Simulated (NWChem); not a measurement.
System: CH₃BeClS; SMILES C[S][Be][Cl]

NWChem input:

```
start job
memory heap 200 mb stack 900 mb global 1100 mb
geometry units angstroms noautoz
  Be     0.218688    -0.457538    -0.000959
  Cl    -0.268372    -2.209749    -0.002709
  S      0.745966     1.362916     0.002925
  C     -0.881452     2.210133    -0.000207
  H     -1.446466     1.996000    -0.916944
  H     -0.669709     3.287000     0.034906
  H     -1.479986     1.944863     0.881189
end
basis spherical
  * library def2-svp
end
dft
  xc b3pw91
  iterations 150
  mulliken
end
task dft energy
```

Geometry: optimised at PBE0/def2-SVP.

Question: What results follow from this input? (B3PW91/def2-SVP.) Quantities: energy (Ha); highest occupied level (eV); orbital gap (eV); dipole (D).

Answer: 
```yaml
energy (Ha): -912.75
highest occupied level (eV): -7.00
orbital gap (eV): 6.05
dipole (D): 1.84
```
